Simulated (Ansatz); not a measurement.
Species: PbI, charge 0, doublet. PbI (SMILES [I][Pb], doublet).
B3LYP-D3(BJ)/def2-TZVP minimum from Ansatz (a first-principles code):
```
Pb
I 1 2.8311
```
Charge 0, spin multiplicity 2.

Total energies in def2-TZVPP, 11 correlated electrons, 18 frozen orbitals. Open shells are spin-unrestricted; no spin-orbit coupling. Correlated methods leave the cores frozen (noble-gas shells, and filled d and f shells in the p block). Past Kr the def2 sets carry scalar-relativistic core potentials. Spin-orbit terms, left out, reach several kcal/mol for Br and I, and more for heavier atoms. The spin of IPb ([I][Pb], doublet) was assumed, and the state is the lowest solution found for it.

| method | program | energy (Eh) | minus CCSDT(Q) (mEh) |
|---|---|---|---|
| HF | Ansatz | -488.55944 | 219.29 |
| MP2 | Ansatz | -488.74627 | 32.46 |
| CCSD | Ansatz | -488.76825 | 10.48 |
| CCSD(T) | Ansatz | -488.77735 | 1.38 |
| CCSDT(Q) | Ansatz | -488.77873 | 0.00 |

Rough core times of Ansatz's runs on a shared machine: CCSD(T) 90 s, CCSDT(Q) 10 min.
